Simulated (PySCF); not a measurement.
PySCF 2.14 output of an unrestricted PBE0 calculation on a single atom or ion in ANO-RCC-VTZP (6s5p3d2f1g, 59 functions), with scalar relativity by spin-free X2C-1e:

```
SCF conv_tol = 1e-09
number electrons alpha = 14  beta = 14
    C. Adamo and V. Barone.,  J. Chem. Phys. 110, 6158 (1999)
    M. Ernzerhof and G. E. Scuseria.,  J. Chem. Phys. 110, 5029 (1999)
cycle= 1 E= -1654.22823403362  delta_E= -0.0044  |g|= 0.233  |ddm|= 0.174
cycle= 2 E= -1654.19569893517  delta_E= 0.0325  |g|= 0.565  |ddm|= 0.21
cycle= 3 E= -1654.23680423723  delta_E= -0.0411  |g|= 0.0381  |ddm|= 0.126
cycle= 4 E= -1654.23703942384  delta_E= -0.000235  |g|= 0.000182  |ddm|= 0.0118
cycle= 5 E= -1654.23703942674  delta_E= -2.9e-09  |g|= 4.48e-05  |ddm|= 2.1e-05
cycle= 6 E= -1654.23703942703  delta_E= -2.84e-10  |g|= 1.99e-07  |ddm|= 1.21e-05
converged SCF energy = -1654.23703942703  <S^2> = -1.7763568e-15  2S+1 = 1
```

The run itself started from symmetry-adapted Hartree-Fock orbitals and held the occupation by maximum overlap, on a logarithmic radial grid, so the iterations belong to that start.

Q: Which element, charge and spin multiplicity is this?

A: Cu⁺ (copper, charge +1), multiplicity 1; the state was [Ar] 3d10, closed-shell 1S.
